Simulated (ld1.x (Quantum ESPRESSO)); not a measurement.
## Logarithmic derivatives: molybdenum (Mo), TM

ld1.x (Quantum ESPRESSO) 7.5 input, shortened:

```
&input
   title='Mo', zed=42., rel=1, dft='PBESOL', iswitch=3,
   config='[Kr] 4d5 5s1 5p0'
 /
 &inputp
   pseudotype=2, tm=.true., lloc=2,
   nlcc=.false.
 /
3
4S  1  0   2.00   0.00  1.40  1.40  0.0
4P  2  1   6.00   0.00  1.10  1.10  0.0
4D  3  2   5.00   0.00  2.25  2.25  0.0
 &test
   configts(1)='4s2 4p6 4d5 5s1 5p0'
 /
```

Occupied shells without a wave of their own: 5s. They enter only through the test configuration that unscreens the potential.

The phase is arctan(r·u′/u) with u = r·R(r), unwrapped; energies in Ry, scanned from -7 to 5 Ry. A pole is an energy at which the radial function vanishes at the test radius. The pseudo phase is shifted by a multiple of π to meet the all-electron one at the reference energy, and phase errors are pseudo minus all-electron; the curves can meet again beyond the range given. Levels narrower than the energy grid can be missing from the lists of poles.

| channel | radius (bohr) | reference energy (Ry) | poles, all-electron | poles, pseudo | unbroken range about the reference energy with phases within 0.05 rad | phase error 1 Ry above the reference energy (rad) |
| --- | --- | --- | --- | --- | --- | --- |
| s | 2.44 | -4.73 | -4.65, 3.67 | -4.65, 3.24 | below 0.1 | +0.001 |
| p | 2.44 | -2.83 | -2.65 | -2.65, 4.87 | the whole range | +0.002 |
| d | 2.44 | -0.28 | 0.44 | 0.45 | below 2.5 | +0.004 |

Phases in the s channel:

```
E (Ry)  all-electron  pseudo
 -7.00         1.395   1.395
 -6.74         1.390   1.390
 -6.48         1.384   1.384
 -6.22         1.377   1.377
 -5.96         1.368   1.368
 -5.70         1.356   1.357
 -5.44         1.339   1.339
 -5.18         1.304   1.304
 -4.92         1.151   1.152
 -4.66        -1.562  -1.562
 -4.40        -1.710  -1.710
 -4.14        -1.747  -1.747
 -3.88        -1.768  -1.768
 -3.62        -1.785  -1.784
 -3.36        -1.801  -1.800
 -3.10        -1.816  -1.815
 -2.84        -1.833  -1.832
 -2.58        -1.852  -1.850
 -2.32        -1.873  -1.871
 -2.06        -1.898  -1.897
 -1.80        -1.928  -1.927
 -1.54        -1.966  -1.964
 -1.28        -2.015  -2.013
 -1.02        -2.079  -2.079
 -0.76        -2.170  -2.171
 -0.50        -2.305  -2.309
 -0.24        -2.514  -2.530
  0.02        -2.845  -2.882
  0.28        -3.299  -3.361
  0.54        -3.737  -3.802
  0.80        -4.044  -4.098
  1.06        -4.237  -4.282
  1.32        -4.362  -4.400
  1.58        -4.449  -4.481
  1.84        -4.511  -4.541
  2.10        -4.558  -4.587
  2.36        -4.595  -4.624
  2.62        -4.626  -4.654
  2.88        -4.652  -4.681
  3.14        -4.674  -4.704
  3.40        -4.694  -4.726
  3.66        -4.711  -4.746
  3.92        -4.728  -4.766
  4.18        -4.743  -4.786
  4.44        -4.758  -4.807
  4.70        -4.773  -4.829
  4.96        -4.788  -4.854
```
